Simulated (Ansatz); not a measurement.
CuAg2⁻. Total charge -1; triplet. Geometry PBE-D4/def2-TZVP, that of the neutral doublet; atoms count from 1.

```tsv
atom	x (Å)	y (Å)	z (Å)
Ag1	0.794	0.681	1.923
Ag2	-0.827	0.120	-2.023
Cu3	0.034	-0.801	0.100
```

In the def2 sets Ag takes a core potential; there is no spin–orbit coupling. The highest occupied level of the charge -1 triplet lies above zero (up to 0.56 eV). By energy differences its removal costs 0.73 eV (vertical, to the charge 0 doublet, at PBE0-D4/def2-TZVPD); a positive level beside a positive removal energy at the same level points to self-interaction error. At PBE0-D4/def2-TZVPD a singlet of charge -1 lies 1.01 eV below the triplet at the same geometry. The structure comes from a short search, and lower isomers may exist.

Problem. Estimate the Mulliken populations from the PBE0/def2-TZVPD orbitals of Ansatz.

Solution. 
```csv
atom,charge (e),spin (α − β),d electrons
Ag1,-0.48,0.70,9.94
Ag2,-0.48,0.70,9.94
Cu3,-0.05,0.59,9.92
```
Mulliken values and Mayer orders depend strongly on the basis. With diffuse functions, as here, like atoms can get unlike values, and bond orders can come out too low or too high.

Problem. Where does the spin sit?

Solution. Summed by element: Ag 1.41, Cu 0.59, of 2 unpaired in all. Largest on single atoms: Ag1 0.70, Ag2 0.70, Cu3 0.59.

Problem. And the Mayer bond orders between bonded heavy atoms (over 0.3)?

Solution. Ag1–Cu3 0.85 (2.47 Å); Ag2–Cu3 0.85 (2.47 Å). Values over 0.3 also appear between atoms too far apart for a bond (Ag1–Ag2 0.45 at 4.30 Å); they arise where an orbital or an unpaired electron spreads over both atoms.
